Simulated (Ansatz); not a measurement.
Two isomers of C2H8BNO: A = `CBNCO`, B = `COB(C)N`.

Computed with Ansatz on PBE0-D4/def2-TZVP structures; ΔE is electronic, products minus reactants. CCSD(T)/CBS is the MP2 limit (def2-TZVPP, def2-QZVPP) plus CCSD(T) − MP2 in def2-TZVPP, frozen cores. Functionals use def2-TZVPP. B3LYP here is the variant with VWN-RPA as its local correlation; programs differ in this. One conformer a species, not always the lowest.

A:

Z-matrix (Å, degrees):
```
C
B 1 1.567
H 1 1.095 2 110.3
H 1 1.095 2 110.4 3 -116.1
H 1 1.094 2 114.4 3 121.9
N 2 1.394 1 122.2 3 -121.4
H 2 1.203 1 121.3 3 58.6
C 6 1.435 2 126.4 1 -179.0
H 6 1.011 2 120.1 1 -1.3
O 8 1.405 6 112.9 2 113.3
H 8 1.095 6 107.3 2 -10.5
H 8 1.093 6 110.9 2 -129.2
H 10 0.962 8 107.7 6 -60.6
```

B:

```xyz
13

C    -0.2090    0.1069    1.8839
O    -0.6738    0.6994    0.6995
B    -0.2268    0.2874   -0.5342
C     0.8273   -0.8719   -0.7123
N    -0.7713    0.9670   -1.6372
H     0.8709    0.2414    2.0102
H    -0.7154    0.5881    2.7219
H    -0.4288   -0.9657    1.9176
H     0.4596   -1.8108   -0.2855
H     1.0750   -1.0613   -1.7587
H     1.7612   -0.6443   -0.1879
H    -0.5248    0.7577   -2.5859
H    -1.4442    1.7061   -1.5315
```

(1) Which isomer does CCSD(T)/CBS put lower? Give the gap. (Best estimate.)

(2) Give E(B) − E(A) in kcal/mol with ωB97M-V, B3LYP, HF/def2-TZVPP, B3LYP-D4, MP2/def2-TZVPP, PBE0-D4, r2SCAN-D4. (An estimate is asked.)

Largest T1 diagnostic: 0.012.

## Answers

(1) Ansatz gave: B, by 35.5 kcal/mol.

(2) Computed: ωB97M-V -35.8, B3LYP -35.5, HF/def2-TZVPP -37.0, B3LYP-D4 -36.0, MP2/def2-TZVPP -35.9, PBE0-D4 -34.6, r2SCAN-D4 -36.2. None reverses the order clearly.

In def2-TZVPP, CCSD(T) changes the Hartree–Fock value by +1.7 kcal/mol (the triples alone add +0.3 kcal/mol) and MP2 by +1.1 kcal/mol. From PBE to PBE0 (25 % exact exchange), in def2-TZVPP and without D4, E(B) − E(A) moves by −0.9 kcal/mol.
